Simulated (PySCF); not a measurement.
Compound: C6H7O2S (charge -1).
Cartesian coordinates in Å at the GFN2-xTB level; atoms count from 1:
```
atom  x, y, z in Å
O1    -2.102    0.217   -1.840
C2    -1.273    0.162   -0.918
C3    -1.038    1.177    0.019
C4    -0.161    1.108    1.110
O5    -0.016    1.993    1.968
C6     0.680   -0.175    1.240
C7     0.902   -0.857   -0.096
S8     1.973    0.181   -1.170
C9    -0.429   -1.118   -0.774
H10   -1.624    2.082   -0.081
H11    0.148   -0.866    1.906
H12    1.630    0.082    1.717
H13    1.477   -1.784    0.022
H14    1.114    1.198   -1.177
H15   -0.289   -1.555   -1.767
H16   -0.998   -1.835   -0.171
```

Computed geometry: GFN2-xTB, gas phase.

Take the most abundant isotopes and a rigid rotor. The values belong to one conformer with, in the numbering `[O:1]=[C:2]1[CH:3]=[C:4]([O-:5])[CH2:6][C@H:7]([SH:8])[CH2:9]1`, C6–C7–S8–H -61°, O1–C2–C3–C4 176°, C3–C4–C6–C7 26°, C4–C6–C7–S8 67°, C6–C7–C9–C2 55°.

Question: Give the principal moments of inertia and the rotational constants in MHz.

Answer: Ia = 331.36, Ib = 335.67, Ic = 522.01 u·Å²; 505379 MHz·u·Å²/I gives A = 1525, B = 1506, C = 968.1 MHz.

Question: Classify the top.

Answer: A near-oblate asymmetric top. Ray's parameter κ = (2B − A − C)/(A − C) = 0.930; −1 is the prolate and +1 the oblate limit.

Question: What does the inertial defect say?

Answer: Not planar: Δ = Ic − Ia − Ib = -145.03 u·Å². For a rigid frame Δ = −2 Σ m c², so Σ m c² = 72.51 u·Å² lies off the ab plane: 15.81 from hydrogen and 56.70 from heavier atoms. The atom farthest from that plane is 2.02 Å away.

Question: Give the other two planar moments, Paa and Pbb, and the rms extents of the mass along the axes.

Answer: Paa = Σ m a² = (Ib + Ic − Ia)/2 = 263.16 and Pbb = Σ m b² = (Ia + Ic − Ib)/2 = 258.85 u·Å². With the mass M = 143.02 u, the rms extents √(P/M) along a, b and c are 1.36, 1.35, 0.71 Å.

Question: List the rotational levels J(Ka,Kc) to J = 5 (cm⁻¹).

Answer: Above 0(0,0):
J = 1: 1(0,1) 0.0825, 1(1,1) 0.0832, 1(1,0) 0.1011
J = 2: 2(0,2) 0.2303, 2(1,2) 0.2303, 2(1,1) 0.2840, 2(2,1) 0.2860, 2(2,0) 0.3033
J = 3: 3(0,3) 0.4423, 3(1,3) 0.4423, 3(1,2) 0.5335, 3(2,2) 0.5335, 3(2,1) 0.5864, 3(3,1) 0.5903, 3(3,0) 0.6066
J = 4: 4(0,4) 0.7189, 4(1,4) 0.7189, 4(1,3) 0.8466, 4(2,3) 0.8466, 4(2,2) 0.9377, 4(3,2) 0.9379, 4(3,1) 0.9895, 4(4,1) 0.9960, 4(4,0) 1.0112
J = 5: 5(0,5) 1.0601, 5(1,5) 1.0601, 5(1,4) 1.2243, 5(2,4) 1.2243, 5(2,3) 1.3520, 5(3,3) 1.3520, 5(3,2) 1.4428, 5(4,2) 1.4434, 5(4,1) 1.4934, 5(5,1) 1.5032, 5(5,0) 1.5170
Those of J = 1 are B + C, A + C and A + B.

GFN2-xTB frequencies: not computed here. These are rigid-rotor constants of the computed structure; measured ground-state constants (B0) also hold zero-point vibration.
